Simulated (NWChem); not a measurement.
All runs are NWChem calculations. System: H$_{3}$ClPbSi, charge 0, spin multiplicity 1, displaced from the optimised geometry. The structure started from a generated list of species. Level: MP2/def2-SVP with def2 effective core potentials on Pb, 14 core orbitals frozen, spin-restricted.

The NWChem input:

```
start mol
memory heap 200 mb stack 800 mb global 1000 mb
geometry units angstroms nocenter noautoz noautosym
  Pb     0.104948    -0.550597     0.000000
  Cl     1.620671     1.432961     0.000000
  Si    -2.055211     1.159361     0.000000
  H     -1.995225     2.039326     1.212203
  H     -5.401578    -0.541772     0.000000
  H     -1.995225     2.039326    -1.212203
end
basis spherical
  * library def2-svp
end
ecp
  Pb library def2-ecp
end
scf
  rhf
  nopen 0
  maxiter 100
  thresh 1e-7
  semidirect memsize 60000000 filesize 0
end
mp2
  freeze core 14
end
task mp2 energy
```

NWChem printed:

```
             Northwest Computational Chemistry Package (NWChem) 7.3.0
             --------------------------------------------------------

                                NWChem Input Module
                                -------------------

 Scaling coordinates for geometry "geometry" by  1.889725989
 (inverse scale =  0.529177249)

                             Geometry "geometry" -> ""
                             -------------------------

 Output coordinates in angstroms (scale by  1.889725989 to convert to a.u.)

  No.       Tag          Charge          X              Y              Z
 ---- ---------------- ---------- -------------- -------------- --------------
    1 Pb                  82.0000     0.10494800    -0.55059700     0.00000000
    2 Cl                  17.0000     1.62067100     1.43296100     0.00000000
    3 Si                  14.0000    -2.05521100     1.15936100     0.00000000
    4 H                    1.0000    -1.99522500     2.03932600     1.21220300
    5 H                    1.0000    -5.40157800    -0.54177200     0.00000000
    6 H                    1.0000    -1.99522500     2.03932600    -1.21220300

 Effective nuclear repulsion energy (a.u.)     600.7152869043

            Nuclear Dipole moment (a.u.)
            ----------------------------
        X                 Y               Z
 ---------------- ---------------- ----------------
    -3.7942655392    -1.9288111912     0.0000000000


 Summary of "ao basis" -> "" (spherical)
 ------------------------------------------------------------------------------
       Tag                 Description            Shells   Functions and Types
 ---------------- ------------------------------  ------  ---------------------
 *                          def2-svp                  on all atoms

 Summary of "ao basis" -> "ao basis" (spherical)
 ------------------------------------------------------------------------------
       Tag                 Description            Shells   Functions and Types
 ---------------- ------------------------------  ------  ---------------------
 Pb                         def2-svp                10       26   4s4p2d
 Cl                         def2-svp                 8       18   4s3p1d
 Si                         def2-svp                 8       18   4s3p1d
 H                          def2-svp                 3        5   2s1p

                                 NWChem SCF Module
                                 -----------------

  ao basis        = "ao basis"
  functions       =    77
  atoms           =     6
  closed shells   =    28
  open shells     =     0
  charge          =   0.00
  wavefunction    = RHF
  use symmetry    = F
  symmetry adapt  = F

 Summary of "ao basis" -> "ao basis" (spherical)
 ------------------------------------------------------------------------------
       Tag                 Description            Shells   Functions and Types
 ---------------- ------------------------------  ------  ---------------------
 Pb                         def2-svp                10       26   4s4p2d
 Cl                         def2-svp                 8       18   4s3p1d
 Si                         def2-svp                 8       18   4s3p1d
 H                          def2-svp                 3        5   2s1p

 Forming initial guess at       0.1s

      Superposition of Atomic Density Guess
      -------------------------------------

 Sum of atomic energies:        -968.91999383

      Non-variational initial energy
      ------------------------------

 Total energy =    -941.342240
 1-e energy   =   -1770.992948
 2-e energy   =     630.160718
 HOMO         =      -0.198932
 LUMO         =      -0.121229

 Starting SCF solution at       1.5s

 ----------------------------------------------
         Quadratically convergent ROHF

 Convergence threshold     :          1.000E-07
 Maximum no. of iterations :          100
 Final Fock-matrix accuracy:          1.000E-09
 ----------------------------------------------

              iter       energy          gnorm     gmax       time
             ----- ------------------- --------- --------- --------
                 1     -941.4810221019  8.00D-01  2.45D-01      1.5
                 2     -941.4971708872  4.26D-01  1.36D-01      1.6
                 3     -941.5114314225  1.93D-01  1.14D-01      1.7
                 4     -941.5201977953  1.01D-01  2.85D-02      1.7
                 5     -941.5228653227  1.14D-02  5.85D-03      2.0
                 6     -941.5229228559  3.45D-04  2.72D-04      2.3
                 7     -941.5229229879  1.04D-06  8.68D-07      2.7
                 8     -941.5229229879  3.80D-09  1.11D-09      2.9

       Final RHF  results
       ------------------

         Total SCF energy =   -941.522922987880
      One-electron energy =  -1769.696673667887
      Two-electron energy =    628.683760515542
 Nuclear repulsion energy =    199.489990164466

        Time for solution =      1.4s

             Final eigenvalues
             -----------------

              1
    1 -104.7811
    2  -68.8210
    3  -10.5424
    4   -8.0164
    5   -8.0147
    6   -8.0144
    7   -6.2635
    8   -6.1937
    9   -4.3024
   10   -4.3003
   11   -4.3001
   12   -3.9518
   13   -3.9454
   14   -3.9427
   15   -1.1786
   16   -1.1702
   17   -1.1680
   18   -1.1672
   19   -1.1602
   20   -1.0535
   21   -0.7451
   22   -0.6572
   23   -0.5275
   24   -0.4687
   25   -0.4597
   26   -0.4584
   27   -0.3726
   28   -0.1877
   29   -0.0876
   30   -0.0547
   31    0.0368
   32    0.0712
   33    0.1417
   34    0.1629
   35    0.2613
   36    0.2952
   37    0.3000
   38    0.3064

                       ROHF Final Molecular Orbital Analysis
                       -------------------------------------

 Vector   26  Occ=2.000000D+00  E=-4.583799D-01
              MO Center=  1.1D+00,  9.2D-01,  4.3D-14, r^2= 3.3D+00
   Bfn.  Coefficient  Atom+Function         Bfn.  Coefficient  Atom+Function
  ----- ------------  ---------------      ----- ------------  ---------------
    37      0.541697  2 Cl px                34      0.372260  2 Cl px
     3      0.226107  1 Pb s                 31      0.219673  2 Cl px
    12     -0.182820  1 Pb py                38      0.174724  2 Cl py
     1     -0.164655  1 Pb s                 11     -0.151063  1 Pb px

 Vector   27  Occ=2.000000D+00  E=-3.726194D-01
              MO Center= -7.5D-01,  2.6D-01,  3.0D-14, r^2= 4.8D+00
   Bfn.  Coefficient  Atom+Function         Bfn.  Coefficient  Atom+Function
  ----- ------------  ---------------      ----- ------------  ---------------
     3      0.331414  1 Pb s                 56      0.303290  3 Si py
    12     -0.274374  1 Pb py                53      0.265951  3 Si py
    47     -0.254441  3 Si s                 38      0.245624  2 Cl py
     1     -0.222684  1 Pb s                  4      0.220912  1 Pb s
    11      0.185635  1 Pb px                48     -0.178903  3 Si s

 Vector   28  Occ=2.000000D+00  E=-1.877205D-01
              MO Center= -4.5D+00, -2.2D-01, -8.2D-15, r^2= 5.0D+00
   Bfn.  Coefficient  Atom+Function         Bfn.  Coefficient  Atom+Function
  ----- ------------  ---------------      ----- ------------  ---------------
    69      0.626918  5 H  s                 68      0.338649  5 H  s
    55      0.240304  3 Si px                52      0.170050  3 Si px
    47     -0.151551  3 Si s

 Vector   29  Occ=0.000000D+00  E=-8.758145D-02
              MO Center= -2.6D+00,  4.1D-01,  7.4D-15, r^2= 6.1D+00
   Bfn.  Coefficient  Atom+Function         Bfn.  Coefficient  Atom+Function
  ----- ------------  ---------------      ----- ------------  ---------------
    55     -0.380869  3 Si px                48      0.347302  3 Si s
    69      0.309742  5 H  s                 15     -0.249886  1 Pb py
    52     -0.241152  3 Si px                56     -0.194379  3 Si py
    37     -0.183892  2 Cl px                68      0.175709  5 H  s
    12     -0.169724  1 Pb py                47      0.156546  3 Si s

 Vector   30  Occ=0.000000D+00  E=-5.467045D-02
              MO Center=  3.0D-02, -4.6D-01, -2.1D-14, r^2= 4.3D+00
   Bfn.  Coefficient  Atom+Function         Bfn.  Coefficient  Atom+Function
  ----- ------------  ---------------      ----- ------------  ---------------
    16      0.676787  1 Pb pz                13      0.436562  1 Pb pz
    39     -0.220661  2 Cl pz                10     -0.171985  1 Pb pz
     7     -0.168867  1 Pb pz

 Vector   31  Occ=0.000000D+00  E= 3.683367D-02
              MO Center=  5.3D-02, -5.8D-01,  5.9D-15, r^2= 5.4D+00
   Bfn.  Coefficient  Atom+Function         Bfn.  Coefficient  Atom+Function
  ----- ------------  ---------------      ----- ------------  ---------------
    14      0.948216  1 Pb px                48      0.505609  3 Si s
    30     -0.406250  2 Cl s                 38      0.350419  2 Cl py
    15      0.326961  1 Pb py                11      0.299505  1 Pb px
    56     -0.200282  3 Si py                47      0.189347  3 Si s
    37      0.162695  2 Cl px                64     -0.162414  4 H  s

 center of mass
 --------------
 x =   0.07957536 y =  -0.19592451 z =   0.00000000

 moments of inertia (a.u.)
 ------------------
         646.912058810600           5.446650036901           0.000000000000
           5.446650036901         900.679939218798           0.000000000000
           0.000000000000           0.000000000000        1526.437949367324

  Mulliken analysis of the total density
  --------------------------------------

    Atom       Charge   Shell Charges
 -----------   ------   -------------------------------------------------------
    1 Pb  22    21.26   2.99 -0.94  1.29  0.57  3.36  2.63  0.82  0.42  9.75  0.36
    2 Cl  17    17.44   2.00  1.99  1.19  0.79  5.94  2.05  3.47  0.01
    3 Si  14    13.62   2.00  1.99  1.12  0.30  5.94  1.08  1.09  0.10
    4 H    1     1.07   0.72  0.34  0.01
    5 H    1     1.52   0.51  1.01 -0.00
    6 H    1     1.07   0.72  0.34  0.01

       Multipole analysis of the density wrt the origin
       ------------------------------------------------

     L   x y z        total         open         nuclear
     -   - - -        -----         ----         -------
     0   0 0 0      0.000000      0.000000     56.000000

     1   1 0 0      2.986802      0.000000    -15.693643
     1   0 1 0     -0.472709      0.000000     60.499836
     1   0 0 1     -0.000000      0.000000      0.000000

     2   2 0 0    -91.217218      0.000000    504.118072
     2   1 1 0    -10.651002      0.000000     -1.288450
     2   1 0 1     -0.000000      0.000000      0.000000
     2   0 2 0    -44.214970      0.000000    246.423925
     2   0 1 1      0.000000      0.000000      0.000000
     2   0 0 2    -39.283193      0.000000     10.494902

                   NWChem MP2 Semi-direct Energy/Gradient Module
                   ---------------------------------------------

  Basis functions       =     77
  Molecular orbitals    =     77
  Frozen core           =     14
  Frozen virtuals       =      0
  Active alpha occupied =     14
  Active beta occupied  =     14
  Active alpha virtual  =     49
  Active beta virtual   =     49
  Use MO symmetry       = F
  Use skeleton AO sym   = F

  AO/Fock/Back tols     =   1.0D-09  1.0D-09  1.0D-09

 GA uses MA = F    GA memory limited = T

 Available:
  local mem=  1.15D+08
 global mem=  1.31D+08
 local disk=  0.00D+00
  mp2_memr nvloc                    49
  nvloc new                    49
   1 passes of  14:        3145728                      29588                   6361342.
   1 passes of  14: M    114678784           G      131060142           F     111533056.

 Semi-direct pass number   1 of   1  for RHF alpha+beta  at        3.0s
  vrange nnbf                  2723
  mp2_eaftype                    24  avail_ma_in_mb                   999
 EAF : mp2_eaftype filesize          24    3180671.
  mp2_eaf for mointskh                     24
Node 0 wrote     14.9 Mb in      0.0 s     Agg I/O rate:  2103.4 Mb/s
 Done moints_semi at        6.6s
  mp2_eaftype                    24  avail_ma_in_mb                   975
 EAF : mp2_eaftype filesize          24    3180671.
  mp2_eaf for kh                    24
 Done maket at        6.7s
 Done multipass loop at        6.7s

          -------------------------------------------
          SCF energy                -941.522922987880
          Correlation energy          -0.373789310290
          Singlet pairs               -0.262835284051
          Triplet pairs               -0.110954026239
          Total MP2 energy          -941.896712298170
          -------------------------------------------

          ---------------------------------------------------
                    Spin Component Scaled (SCS) MP2
          Same spin pairs                     -0.073969350826
          Same spin scaling factor             0.333333333333
          Opposite spin pairs                 -0.299819959464
          Opposite spin scaling fact.          1.200000000000
          SCS-MP2 correlation energy          -0.384440401632
          Total SCS-MP2 energy              -941.907363389512
          ---------------------------------------------------

 -----------------------
 Performance information
 -----------------------

 Timer overhead =  1.72D-07 seconds/call

               Nr. of calls         CPU time (s)                 Wall time (s)                GFlops
             ---------------    -------------------     ------------------------------   -------------------
Name         Min   Avg   Max    Min     Avg     Max     Min     Avg     Max   Mx/calls   Min     Max     Sum
mp2: moin     1     1     1    3.6     3.6     3.6      3.6     3.6     3.6     3.6      0.0     0.0     0.0
mp2: make     1     1     1   0.15    0.15    0.15     0.15    0.15    0.15    0.15      0.0     0.0     0.0
mp2: tota     1     1     1    3.8     3.8     3.8      3.8     3.8     3.8     3.8      0.0     0.0     0.0

 The average no. of pstat calls per process was 3.00D+00
 with a timing overhead of 5.17D-07s

 Task  times  cpu:        6.7s     wall:        6.7s

 Total times  cpu:        6.7s     wall:        6.7s
```
